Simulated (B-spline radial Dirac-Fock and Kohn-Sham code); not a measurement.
# Scattering functions of Tl⁶¹⁺

System: the Tl⁶¹⁺ ion in the configuration 1s2 2s2 2p6 3s2 3p6 3d2.

Input of the calculation (task.json; shells as n, l, electrons):

```json
{"items": [{
  "Z": 81,
  "q": 61,
  "cfg": [[1, 0, 2], [2, 0, 2], [2, 1, 6], [3, 0, 2], [3, 1, 6], [3, 2, 2]],
  "A": 205,
  "rrms": 5.4759,
  "do": ["scatter"],
  "s": [0.0, 0.05, 0.1, 0.15, 0.2, 0.25, 0.3, 0.35, 0.4, 0.45, 0.5, 0.6, 0.7, 0.8, 0.9, 1.0, 1.1, 1.2, 1.4, 1.6, 1.8, 2.0, 2.5, 3.0, 3.5, 4.0, 5.0, 6.0],
  "pz": [0, 0.1, 0.14, 0.2, 0.29, 0.41, 0.59, 0.84, 1.2, 1.7, 2.4, 3.4, 4.9, 7.0, 10.0, 14.0, 20.0, 29.0, 41.0, 58.0, 83.0],
  "hv_scatter": [2000, 5000, 10000, 17479.3, 20000, 30000, 200000, 1000000]
}]}
```

Command: `python xray_run.py task.json out`

Calculated with a radial atomic solver, using configuration-average Dirac-Fock orbitals. f₀ is the Fourier transform of the spherical electron density, S the Waller-Hartree incoherent function, and s = sin θ/λ. The electron scattering factor follows from the Mott-Bethe formula f_e = 0.023934 Å⁻¹·(Z − f₀)/s².

| s (Å⁻¹) | f₀ | S | f_e (Å) |
| --- | --- | --- | --- |
| 0 | 20.000 | 0.000 | – |
| 0.05 | 19.994 | 0.007 | 584.051 |
| 0.1 | 19.974 | 0.026 | 146.059 |
| 0.15 | 19.943 | 0.059 | 64.949 |
| 0.2 | 19.898 | 0.104 | 36.560 |
| 0.25 | 19.841 | 0.162 | 23.420 |
| 0.3 | 19.772 | 0.233 | 16.283 |
| 0.35 | 19.690 | 0.316 | 11.979 |
| 0.4 | 19.597 | 0.410 | 9.185 |
| 0.45 | 19.492 | 0.516 | 7.270 |
| 0.5 | 19.376 | 0.633 | 5.900 |
| 0.6 | 19.110 | 0.897 | 4.115 |
| 0.7 | 18.804 | 1.199 | 3.038 |
| 0.8 | 18.459 | 1.535 | 2.339 |
| 0.9 | 18.081 | 1.899 | 1.859 |
| 1 | 17.672 | 2.286 | 1.516 |
| 1.1 | 17.237 | 2.693 | 1.261 |
| 1.2 | 16.779 | 3.114 | 1.067 |
| 1.4 | 15.815 | 3.981 | 0.796 |
| 1.6 | 14.813 | 4.856 | 0.619 |
| 1.8 | 13.804 | 5.716 | 0.496 |
| 2 | 12.816 | 6.543 | 0.408 |
| 2.5 | 10.568 | 8.404 | 0.270 |
| 3 | 8.779 | 9.943 | 0.192 |
| 3.5 | 7.474 | 11.191 | 0.144 |
| 4 | 6.563 | 12.204 | 0.111 |
| 5 | 5.430 | 13.757 | 0.072 |
| 6 | 4.627 | 14.937 | 0.051 |

f₀ starts at the number of electrons, 20, and has fallen to half at s ≈ 2.66 Å⁻¹. The sum of ⟨r²⟩ over the electrons is 0.3470 bohr². For an ion f_e diverges as s goes to zero, because of the net charge.
